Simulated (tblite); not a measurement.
Compound: C5H6BNO2S.
Bonds: O1–B2, B2–O3, B2–C4, C4–C5 (aromatic), C5–C6 (aromatic), C6–C7 (aromatic), C7–S8, C7–C9 (aromatic), C9–N10 (aromatic), C4–N10 (aromatic). Hydrogens: H11 on O1; H12 on O3; H13 on C5; H14 on C6; H15 on S8; H16 on C9.

Computed with GFN2-xTB (tblite), gas phase: L-BFGS steps from a force-field or distance-geometry start until the largest atomic force falls under 0.01 eV/Å.

The end geometry, which sets the zero of energy:
```
atom  x, y, z in Å
O1     -3.2318    0.0125    0.1846
B2     -2.1949   -0.2301   -0.6656
O3     -2.4783   -0.6108   -1.9194
C4     -0.6686   -0.0828   -0.2341
C5     -0.2833    0.2393    1.0727
C6      1.0551    0.3596    1.3954
C7      2.0000    0.1543    0.3971
S8      3.7156    0.3054    0.7653
C9      1.5340   -0.1676   -0.8780
N10     0.2623   -0.2785   -1.1714
H11    -3.0121    0.2864    1.0726
H12    -3.4152   -0.6761   -2.1107
H13    -1.0250    0.3962    1.8439
H14     1.3680    0.6063    2.3996
H15     4.1403    0.0352   -0.4692
H16     2.2264   -0.3403   -1.6943
```

**Question.** These geometries come from the run, each turned onto the end geometry. Order them by energy, lowest first.
A.
```
atom  x, y, z in Å
O1     -3.2251    0.0231    0.1857
B2     -2.1930   -0.2437   -0.6648
O3     -2.4924   -0.6212   -1.9171
C4     -0.6640   -0.1126   -0.2395
C5     -0.2802    0.2276    1.0628
C6      1.0570    0.3543    1.3851
C7      2.0050    0.1312    0.3942
S8      3.7128    0.2543    0.7944
C9      1.5385   -0.1900   -0.8810
N10     0.2675   -0.3032   -1.1766
H11    -3.0235    0.2946    1.0802
H12    -3.4370   -0.6250   -2.0916
H13    -1.0233    0.4066    1.8286
H14     1.3567    0.6267    2.3863
H15     4.1685    0.1557   -0.4594
H16     2.2249   -0.3695   -1.6988
```
B.
```
atom  x, y, z in Å
O1     -3.2201    0.1638    0.1739
B2     -2.2004   -0.1881   -0.6563
O3     -2.5062   -0.5161   -1.9181
C4     -0.6609   -0.1991   -0.2273
C5     -0.2297    0.1700    1.0521
C6      1.1248    0.2430    1.3297
C7      2.0140   -0.0740    0.3176
S8      3.7794    0.0965    0.5885
C9      1.5111   -0.5082   -0.9031
N10     0.2237   -0.5575   -1.1613
H11    -3.0057    0.4297    1.0653
H12    -3.4408   -0.4751   -2.1248
H13    -0.9406    0.4164    1.8286
H14     1.4910    0.5483    2.3004
H15     3.8716    1.2948    0.0119
H16     2.1812   -0.8353   -1.6886
```
C.
```
atom  x, y, z in Å
O1     -3.1779    0.0009    0.2388
B2     -2.2130   -0.2234   -0.6987
O3     -2.5957   -0.5870   -1.9383
C4     -0.6695   -0.1181   -0.2921
C5     -0.2973    0.2471    1.0069
C6      1.0355    0.3245    1.3643
C7      1.9943    0.0578    0.4006
S8      3.7046    0.1355    0.8477
C9      1.5549   -0.2601   -0.8796
N10     0.2832   -0.3688   -1.1940
H11    -2.9041    0.3274    1.1046
H12    -3.5443   -0.6402   -2.0410
H13    -1.0319    0.4792    1.7609
H14     1.3678    0.5925    2.3554
H15     4.1983    0.4369   -0.3787
H16     2.2875   -0.3952   -1.6684
```
D.
```
atom  x, y, z in Å
O1     -3.2381    0.0170    0.1906
B2     -2.2093   -0.2556   -0.6623
O3     -2.5395   -0.5850   -1.9202
C4     -0.6641   -0.1425   -0.2411
C5     -0.2806    0.2308    1.0535
C6      1.0607    0.3419    1.3762
C7      2.0146    0.1080    0.3922
S8      3.7265    0.1922    0.8198
C9      1.5486   -0.2209   -0.8811
N10     0.2750   -0.3527   -1.1689
H11    -2.9982    0.3180    1.0647
H12    -3.4840   -0.6208   -2.0831
H13    -1.0309    0.4249    1.8113
H14     1.3697    0.6376    2.3681
H15     4.2018    0.2866   -0.4288
H16     2.2402   -0.3705   -1.7023
```
E.
```
atom  x, y, z in Å
O1     -3.2124    0.1638    0.2251
B2     -2.2214   -0.2879   -0.6097
O3     -2.3628   -0.5164   -1.9191
C4     -0.7210   -0.3473   -0.1196
C5     -0.2562    0.1781    1.0906
C6      1.1130    0.2848    1.3123
C7      1.9870   -0.0903    0.3010
S8      3.7783    0.0471    0.5053
C9      1.4523   -0.5202   -0.9096
N10     0.1520   -0.5838   -1.1076
H11    -2.9375    0.5239    1.0668
H12    -3.2790   -0.3831   -2.3261
H13    -0.9225    0.3503    1.9235
H14     1.5339    0.6610    2.2452
H15     3.7751    1.2958    0.0562
H16     2.1136   -0.7667   -1.7457
```

**Answer.** A (0.010 eV), D (0.036 eV), C (0.090 eV), B (0.196 eV), E (0.462 eV).

In the order of the answer:

```
step  E above end (eV)  largest force (eV/Å)  rms force component (eV/Å)  rms distance from end (Å)  rms bond change (Å)  bond most changed (Å)
  68             0.010                  0.16                       0.050                      0.042                0.002          S8–H15 +0.004
  61             0.036                  0.19                       0.067                      0.087                0.004           B2–C4 +0.013
  56             0.090                  0.49                       0.166                      0.144                0.007          S8–H15 +0.023
  36             0.196                  0.09                       0.032                      0.407                0.009           C7–S8 +0.033
  13             0.462                  2.30                       0.518                      0.440                0.019          O3–H12 +0.053
```

What follows is the cost of the whole relaxation. The run took 1.1 s wall on an Arm Neoverse N1 with one thread, on a shared host.
